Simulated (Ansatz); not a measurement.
Ansatz (a quantum-chemistry and plane-wave program) input (HF/def2-TZVP):

Ansatz 0.2 input:
```yaml
crystal:
  periodic: [false, false, false]
  atoms:
    - {symbol: Sr, position_ang: [0.21449557, -0.11091325, -0.16384596]}
    - {symbol: F, position_ang: [-0.68239543, 1.67362700, -0.92907557]}
    - {symbol: F, position_ang: [-0.22325252, -1.20532662, 1.62086962]}
basis:
  gaussian:
    orbitals: def2-TZVP
hamiltonian:
  xc: {name: HF}
relax: {f_tol: 0.003, max_steps: 100}
```

Output:

```
Functional definition: HF
integrals: 0.02 GiB planned
768 factors; their error is unknown
mean field: 0.15 GiB planned
mean field evaluation 1: about -6239.2052 eV, gradient 5.3e1 eV
mean field evaluation 2: about -6241.3593 eV, gradient 4.4e1 eV
mean field evaluation 4: about -6243.7712 eV, gradient 3.1e-1 eV
mean field evaluation 8: about -6243.8915 eV, gradient 8.5e-4 eV
mean field -6243.89153527 eV, -229.4587816596 hartree, gradient 1.1e-5 eV, S^2 0.000000; 0 other end points of the search recorded, 0 dependent functions left out
the calculation of the forces begins
reference -6243.89153527 eV, -229.4587816596 hartree; 14, 14 occupied and 81, 81 virtual orbitals, 768 factors
relax step   1: F+E_penalty+E_count = -6243.89153527 eV  Δ(F+E_penalty+E_count) = +0.000e0 eV  max|allowed force component| = 1.428e-1 eV/Å  Δτ_max = 0.0000 Å  (30 SCF iters, accepted)
these checks for a lower state are left out or cut short: starts, cluster_reference, orbital_swaps, neighbouring_geometries, increment
integrals: 0.02 GiB planned
768 factors; their error is unknown
mean field: 0.15 GiB planned
mean field evaluation 16: about -6243.9017 eV, gradient 9.8e-5 eV
mean field -6243.90165773 eV, -229.4591536531 hartree, gradient 6.0e-6 eV, S^2 0.000000; 0 other end points of the search recorded, 0 dependent functions left out
the calculation of the forces begins
reference -6243.90165773 eV, -229.4591536531 hartree; 14, 14 occupied and 81, 81 virtual orbitals, 768 factors
relax step   2: F+E_penalty+E_count = -6243.90165773 eV  Δ(F+E_penalty+E_count) = -1.012e-2 eV  max|allowed force component| = 7.194e-2 eV/Å  Δτ_max = 0.0452 Å  (29 SCF iters, accepted)
these checks for a lower state are left out or cut short: starts, cluster_reference, orbital_swaps, neighbouring_geometries, increment
integrals: 0.02 GiB planned
768 factors; their error is unknown
mean field: 0.15 GiB planned
mean field -6243.90746784 eV, -229.4593671706 hartree, gradient 1.1e-5 eV, S^2 0.000000; 0 other end points of the search recorded, 0 dependent functions left out
the calculation of the forces begins
reference -6243.90746784 eV, -229.4593671706 hartree; 14, 14 occupied and 81, 81 virtual orbitals, 768 factors
relax step   3: F+E_penalty+E_count = -6243.90746784 eV  Δ(F+E_penalty+E_count) = -5.810e-3 eV  max|allowed force component| = 1.408e-2 eV/Å  Δτ_max = 0.1130 Å  (29 SCF iters, accepted)
these checks for a lower state are left out or cut short: starts, cluster_reference, orbital_swaps, neighbouring_geometries, increment
integrals: 0.02 GiB planned
768 factors; their error is unknown
mean field: 0.15 GiB planned
mean field evaluation 32: about -6243.9080 eV, gradient 6.2e-6 eV
mean field -6243.90799905 eV, -229.4593866922 hartree, gradient 6.2e-6 eV, S^2 0.000000; 0 other end points of the search recorded, 0 dependent functions left out
the calculation of the forces begins
reference -6243.90799905 eV, -229.4593866922 hartree; 14, 14 occupied and 81, 81 virtual orbitals, 768 factors
relax step   4: F+E_penalty+E_count = -6243.90799905 eV  Δ(F+E_penalty+E_count) = -5.312e-4 eV  max|allowed force component| = 3.366e-3 eV/Å  Δτ_max = 0.0219 Å  (29 SCF iters, accepted)
these checks for a lower state are left out or cut short: starts, cluster_reference, orbital_swaps, neighbouring_geometries, increment
integrals: 0.02 GiB planned
768 factors; their error is unknown
mean field: 0.15 GiB planned
mean field -6243.90801350 eV, -229.4593872233 hartree, gradient 6.0e-6 eV, S^2 0.000000; 0 other end points of the search recorded, 0 dependent functions left out
the calculation of the forces begins
reference -6243.90801350 eV, -229.4593872233 hartree; 14, 14 occupied and 81, 81 virtual orbitals, 768 factors
relax step   5: F+E_penalty+E_count = -6243.90801350 eV  Δ(F+E_penalty+E_count) = -1.445e-5 eV  max|allowed force component| = 1.008e-2 eV/Å  Δτ_max = 0.0058 Å  (29 SCF iters, accepted)
these checks for a lower state are left out or cut short: starts, cluster_reference, orbital_swaps, neighbouring_geometries, increment
integrals: 0.02 GiB planned
768 factors; their error is unknown
mean field: 0.15 GiB planned
mean field -6243.90802402 eV, -229.4593876100 hartree, gradient 6.0e-6 eV, S^2 0.000000; 0 other end points of the search recorded, 0 dependent functions left out
the calculation of the forces begins
reference -6243.90802402 eV, -229.4593876100 hartree; 14, 14 occupied and 81, 81 virtual orbitals, 768 factors
relax step   6: F+E_penalty+E_count = -6243.90802402 eV  Δ(F+E_penalty+E_count) = -1.052e-5 eV  max|allowed force component| = 7.453e-5 eV/Å  Δτ_max = 0.0011 Å  (29 SCF iters, accepted)
integrals: 0.02 GiB planned
768 factors; their error is unknown
mean field: 0.15 GiB planned
mean field evaluation 64: about -6239.4056 eV, gradient 5.3e1 eV
mean field -6243.90802402 eV, -229.4593876100 hartree, gradient 6.0e-6 eV, S^2 0.000000; 1 other end points of the search recorded, 0 dependent functions left out
the calculation of the forces begins
reference -6243.90802402 eV, -229.4593876100 hartree; 14, 14 occupied and 81, 81 virtual orbitals, 768 factors
Total energy: -6243.90802402 eV, -229.4593876100 hartree
Atom 0 at     0.125394    -0.064840    -0.095784 Å, force     0.000068    -0.000035    -0.000052 eV/Å
Atom 1 at    -0.649491     1.723617    -1.027788 Å, force    -0.000043     0.000072    -0.000022 eV/Å
Atom 2 at    -0.167055    -1.301390     1.651520 Å, force    -0.000025    -0.000037     0.000075 eV/Å
Dipole moment:     0.839838    -0.434271    -0.641524 e Å
```
